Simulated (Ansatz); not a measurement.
CH₆AlFSSi (`F[CH](S)[AlH][SiH3]`). The species carries charge 0 and has multiplicity 1. All single points use the PBE0-D4/def2-TZVP geometry. It is one conformer, not always the lowest.

```xyz
11

F    -0.919    2.012   -1.199
C    -1.225    1.383   -0.026
S    -2.173   -0.186   -0.313
Al   -0.055    0.208    1.045
Si    1.688   -1.013   -0.165
H    -1.937    1.996    0.536
H    -1.261   -0.745   -1.134
H    -0.340    0.200    2.604
H     2.998   -0.303   -0.126
H     1.909   -2.383    0.380
H     1.315   -1.169   -1.603
```

(1) What is the dipole moment at B3LYP/def2-TZVPP? (Best estimate.)

(2) And with PBE, r2SCAN, ωB97M-V? (Estimate.)

(3) Give the Mulliken charges with B3LYP, r2SCAN, ωB97M-V in def2-TZVPP. (Estimate.)

Answers

(1) The calculation gave: 0.86 D, with components (-0.73, -0.11, 0.44) D in this frame, pointing from negative to positive charge.

(2) Ansatz gave: PBE 0.82 D, r2SCAN 0.79 D, ωB97M-V 0.87 D.

(3) Ansatz gave: 
| atom | B3LYP | r2SCAN | ωB97M-V |
| --- | --- | --- | --- |
| F1 | -0.22 | -0.21 | -0.20 |
| C2 | 0.02 | 0.02 | -0.06 |
| S3 | -0.10 | -0.10 | -0.08 |
| Al4 | 0.37 | 0.44 | 0.34 |
| Si5 | 0.02 | 0.00 | -0.09 |
| H6 | 0.10 | 0.08 | 0.13 |
| H7 | 0.13 | 0.13 | 0.15 |
| H8 | -0.14 | -0.16 | -0.11 |
| H9 | -0.06 | -0.07 | -0.02 |
| H10 | -0.06 | -0.06 | -0.02 |
| H11 | -0.06 | -0.07 | -0.03 |

B3LYP here is the variant with VWN-RPA as its local correlation; programs differ in this.
